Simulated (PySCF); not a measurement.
Geometries of 2 isomers of CH9BSi2, from PySCF, PBE0-D3(BJ)/def2-SVP geometry optimisation, gas phase. One conformer each, no zero-point energy, no frequencies.

Question: Which isomer lies lower at this level?
A.
```xyz
13
angstrom
B     -1.728    0.882   -0.462
C     -1.414   -0.491    0.153
Si     0.355   -0.915   -0.437
Si     1.893    0.759    0.148
H     -1.393    1.899    0.105
H     -2.235    0.974   -1.558
H     -2.040   -1.327   -0.199
H     -1.336   -0.495    1.253
H      0.374   -1.112   -1.919
H      0.760   -2.204    0.206
H      1.754    1.090    1.601
H      3.290    0.290   -0.106
H      1.650    2.000   -0.650
```
B.
```xyz
13
angstrom
B      2.048    0.638   -0.847
Si     0.912   -0.907   -0.233
C     -0.927   -0.722   -0.621
Si    -1.755    0.695    0.298
H      1.651    1.448   -1.653
H      3.185    0.756   -0.455
H      1.470   -2.116   -0.937
H      1.089   -1.153    1.237
H     -1.039   -0.553   -1.706
H     -1.456   -1.660   -0.380
H     -1.801    0.404    1.764
H     -3.151    0.927   -0.185
H     -0.975    1.959    0.102
```

Answer: A. That is `BC[SiH2][SiH3]`, 12.3 kcal/mol below the other.

```tsv
SMILES	atoms numbered as above	E (Eh)	relative (kcal/mol)	relative (kJ/mol)	dipole (D)
BC[SiH2][SiH3]	[BH2:1][CH2:2][SiH2:3][SiH3:4]	-646.76782	0.0	0.0	0.98
B[SiH2]C[SiH3]	[BH2:1][SiH2:2][CH2:3][SiH3:4]	-646.74817	12.3	51.6	0.72
```

As drawn, the lower has an Si–Si bond, which the higher lacks.
